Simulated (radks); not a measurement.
Values are calculated unless marked as measured or tabulated.
Ag, configuration [Kr] 4d10 5s1 (the NIST ground configuration). Level of theory: non-relativistic Kohn-Sham, r2SCAN, spin-polarised, spherical densities, point nucleus; open shells are filled with parallel spins first (spin-orbit coupling, left out, can overturn this in heavy ions); meta-GGA in the generalised Kohn-Sham scheme; relativity is left out, which matters for an element this heavy (a radial shooting solver on a logarithmic mesh with Libxc functionals).

Normalised radial functions P(r) = r R(r), r in bohr:

r         4d down  5s down
0.00123    0.0000   0.0110
0.001654   0.0000   0.0145
0.002224   0.0000   0.0189
0.00299    0.0000   0.0245
0.00402    0.0001   0.0313
0.005405   0.0001   0.0393
0.007267   0.0003   0.0480
0.009693   0.0007   0.0563
0.01303    0.0017   0.0627
0.01752    0.0038   0.0640
0.02356    0.0084   0.0561
0.03167    0.0181   0.0344
0.04258    0.0375  -0.0033
0.05725    0.0737  -0.0523
0.07635    0.1334  -0.0949
0.1027     0.2252  -0.1051
0.138      0.3385  -0.0544
0.1856     0.4350   0.0520
0.2495     0.4426   0.1490
0.3354     0.2827   0.1379
0.451     -0.0623  -0.0166
0.6015    -0.4834  -0.2029
0.8087    -0.8203  -0.2464
1.087     -0.9069  -0.0541
1.462     -0.7610   0.2586
1.965     -0.5159   0.5057
2.642     -0.2893   0.5902
3.552     -0.1326   0.5163
4.738     -0.0490   0.3522
6.37      -0.0125   0.1814
8.564     -0.0020   0.0683
11.51     -0.0002   0.0168

4d down: eigenvalue -8.016 eV, 1 radial node at r = 0.431 bohr, <r> = 1.38 bohr, 90 % of the charge inside 2.23 bohr. 5s down (empty): eigenvalue -3.028 eV, 4 radial nodes at r = 0.0417, 0.162, 0.440, 1.15 bohr, <r> = 3.37 bohr, 90 % of the charge inside 5.23 bohr.
